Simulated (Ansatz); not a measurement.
All numbers were calculated with Ansatz.

A structure relaxed at PBE0-D4/def2-TZVP, charge 0, multiplicity 1:

Cartesian coordinates in Å:
```
O 0.184 -1.246 -1.045
C 0.771 -0.669 0.073
In -0.615 0.847 0.774
F -1.367 1.297 -1.004
F -1.472 1.913 2.134
H -0.149 -0.551 -1.628
H 1.716 -0.156 -0.133
H 0.931 -1.435 0.830
```

(1) Give its formula and SMILES.

(2) Summarise the bond lengths by kind.

Answers

(1) CH3F2InO, `O[CH2][In]([F])[F]`.

(2) 1 × C–O 1.389 Å; 1 × H–O 0.966 Å; 1 × C–In 2.170 Å; 2 × C–H 1.088 to 1.095 Å; 2 × F–In 1.929 to 1.982 Å.
